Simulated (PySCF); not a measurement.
PySCF run on H2I⁻

File input.py (PySCF 2.14):

```python
from pyscf import gto, scf
from pyscf.hessian import thermo

mol = gto.M(
    atom='I 0 0 0; H 0 0 1.8983; H 0 0 -1.8983',
    basis='def2-tzvp',
    ecp={'I': 'def2-tzvp'},
    charge=-1,
    spin=0,
    verbose=3,
)
mf = scf.RHF(mol)
mf.kernel()
hess = mf.Hessian().kernel()
print('wavenumber (cm^-1) =', thermo.harmonic_analysis(mol, hess)['freq_wavenumber'].round(1))
mf.dip_moment()
print('orbital energies (hartree):', mf.mo_energy[..., max(0, mol.nelec[1]-3):mol.nelec[0]+3].round(4))
```

```bash
$ OMP_NUM_THREADS=1 python input.py
```

It prints:

```
converged SCF energy = -297.743224680065
wavenumber (cm^-1) = [ 584.8  813.9  813.9 1597.1]

WARN: System has nonzero charge -1; the dipole moment is origin-dependent.
Location of origin: [0. 0. 0.]

Dipole moment(X, Y, Z, Debye):  0.00000,  0.00000, -0.00000
orbital energies (hartree): [-0.1734 -0.1734 -0.0729  0.3365  0.4478  0.4478]
```

In short: E(SCF) = -297.743225 Eh, wavenumbers 585, 814, 814, 1597 cm⁻¹.

Hardware: Arm Neoverse N1, 1 thread, shared host. Wall time 29 s, peak memory 0.14 GiB.

The basis has no diffuse functions, which an anion needs. The dipole of an ion depends on the origin.
